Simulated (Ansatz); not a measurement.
Gas-phase electronic energies from Ansatz, PBE0-D4/def2-TZVP geometries. CCSD(T)/CBS adds triple-zeta CCSD(T) − MP2 to the extrapolated MP2 energy (def2 sets, frozen cores). Functionals use def2-TZVPP. HSE06 is defined as in plane-wave codes. For Br outer-core shells are correlated without core-valence functions, which leaves a few kJ/mol of doubt a bond. Scalar relativity is left out up to krypton. One conformer a species, not always the lowest.

Consider the formal exchange of groups at a C–C bond: `CCC#CCCCC` + `CCCCCBr` → `CCCCCCCBr` + `C#CCCCC`.

`CCC#CCCCC`:

```xyz
22

C    -2.450    0.894    2.065
C    -2.606   -0.564    1.641
C    -1.582   -0.989    0.698
C    -0.727   -1.314   -0.083
C     0.327   -1.690   -1.013
C     1.574   -0.812   -0.897
C     1.320    0.647   -1.234
C     2.562    1.507   -1.089
H    -3.234    1.175    2.771
H    -1.482    1.057    2.543
H    -2.512    1.557    1.200
H    -3.593   -0.714    1.190
H    -2.574   -1.211    2.524
H    -0.060   -1.639   -2.038
H     0.599   -2.737   -0.841
H     2.344   -1.215   -1.564
H     1.969   -0.889    0.122
H     0.938    0.717   -2.260
H     0.524    1.029   -0.586
H     3.366    1.158   -1.744
H     2.940    1.481   -0.063
H     2.360    2.551   -1.340
```

`CCCCCBr`:

Z-matrix (Å, degrees):
```
C
C 1 1.518
H 1 1.092 2 111.6
H 1 1.094 2 111.1 3 -120.2
H 1 1.093 2 111.1 3 120.2
C 2 1.520 1 112.8 3 -179.8
H 2 1.096 1 109.6 3 -58.0
H 2 1.096 1 109.6 3 58.0
C 6 1.518 2 112.9 1 180.0
H 6 1.095 2 109.5 1 58.0
H 6 1.097 2 109.4 1 -58.0
C 9 1.509 6 114.6 2 179.0
H 9 1.099 6 109.3 2 59.4
H 9 1.095 6 110.1 2 -57.1
Br 12 1.953 9 112.5 6 66.2
H 12 1.088 9 112.2 6 -175.8
H 12 1.089 9 112.2 6 -52.3
```

`CCCCCCCBr`:

Z-matrix (Å, degrees):
```
C
C 1 1.519
H 1 1.092 2 111.6
H 1 1.094 2 111.1 3 120.3
H 1 1.094 2 111.1 3 -120.2
C 2 1.521 1 112.6 3 -180.0
H 2 1.096 1 109.8 3 -58.3
H 2 1.095 1 109.3 3 57.5
C 6 1.523 2 114.3 1 176.4
H 6 1.096 2 108.7 1 54.5
H 6 1.098 2 109.2 1 -60.6
C 9 1.521 6 113.8 2 65.0
H 9 1.097 6 109.0 2 -173.1
H 9 1.096 6 108.6 2 -57.6
C 12 1.521 9 114.1 6 173.2
H 12 1.096 9 109.1 6 52.0
H 12 1.093 9 110.0 6 -64.3
C 15 1.510 12 115.4 9 58.3
H 15 1.099 12 109.4 9 -61.4
H 15 1.094 12 109.8 9 -177.9
Br 18 1.953 15 112.5 12 60.6
H 18 1.088 15 111.8 12 178.6
H 18 1.088 15 112.7 12 -58.1
```

`C#CCCCC`:

```xyz
16

C    -0.126    2.296   -2.074
C     0.322    1.219   -1.791
C     0.841   -0.092   -1.437
C     0.037   -0.782   -0.332
C     0.072   -0.042    0.993
C    -0.743   -0.735    2.071
H    -0.517    3.252   -2.330
H     0.852   -0.720   -2.334
H     1.885    0.013   -1.121
H     0.435   -1.794   -0.200
H    -1.000   -0.894   -0.664
H    -0.298    0.977    0.844
H     1.113    0.056    1.323
H    -1.794   -0.813    1.779
H    -0.377   -1.749    2.256
H    -0.702   -0.190    3.017
```

```json
{"level": "PBE-D4", "ΔE (kcal/mol)": "6.7", "difference from CCSD(T)/CBS": "2.3"}
{"level": "r2SCAN0-D4", "ΔE (kcal/mol)": "6.2", "difference from CCSD(T)/CBS": "1.8"}
{"level": "BHLYP-D4", "ΔE (kcal/mol)": "6.0", "difference from CCSD(T)/CBS": "1.6"}
{"level": "PBE0", "ΔE (kcal/mol)": "7.5", "difference from CCSD(T)/CBS": "3.1"}
{"level": "HSE06", "ΔE (kcal/mol)": "7.5", "difference from CCSD(T)/CBS": "3.1"}
{"level": "LC-ωPBE", "ΔE (kcal/mol)": "6.7", "difference from CCSD(T)/CBS": "2.3"}
{"level": "RPA@PBE/def2-TZVPP", "ΔE (kcal/mol)": "4.1", "difference from CCSD(T)/CBS": "-0.3"}
{"level": "CCSD(T)/def2-SVP", "ΔE (kcal/mol)": "5.1", "difference from CCSD(T)/CBS": "0.7"}
{"level": "HF/def2-QZVPP", "ΔE (kcal/mol)": "7.6", "difference from CCSD(T)/CBS": "3.2"}
{"level": "HF/CBS(def2)", "ΔE (kcal/mol)": "7.6", "difference from CCSD(T)/CBS": "3.2"}
{"level": "CCSD(T)/CBS", "ΔE (kcal/mol)": "4.4", "difference from CCSD(T)/CBS": "0"}
```

Largest T1 diagnostic among the species: 0.010.

From BLYP to BHLYP (50 % exact exchange), in def2-TZVPP and without D4, ΔE moves by −1.1 kcal/mol. Leaving LDA and LC-ωPBE aside and taking each functional with its dispersion term where it has one, the values, not all of them listed here, spread over 1.8 kcal/mol, from ωB97M-V to PBE-D4. LDA lies −1.8 kcal/mol from PBE without D4.

CCSD(T)/CBS has its own doubt, a few kJ/mol and more with outer-core shells, so smaller differences from it don't rank the levels.
